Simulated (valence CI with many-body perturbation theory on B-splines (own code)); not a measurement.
**Which ion has this spectrum?**

A relativistic CI+MBPT calculation for an atom or ion with 13 electrons gives these levels (eV):

```csv
J,Parity,E,g
1/2,odd,0.000,0.66
3/2,odd,2.339,1.33
1/2,even,27.893,2.66
3/2,even,28.848,1.73
5/2,even,30.039,1.59
3/2,even,37.106,0.80
5/2,even,37.383,1.21
1/2,even,45.255,1.71
1/2,even,48.212,0.96
3/2,even,49.206,1.33
3/2,even,58.680,0.80
5/2,even,58.926,1.20
3/2,odd,71.462,0.86
5/2,odd,71.938,1.20
```

The energies are calculated, with errors of perhaps 300 cm⁻¹, more in some levels.

Which is it?
A. Cr11+
B. V10+
C. Fe13+
D. Mn12+

C. Fe13+, ground level 3s2.3p 2P°_1/2.
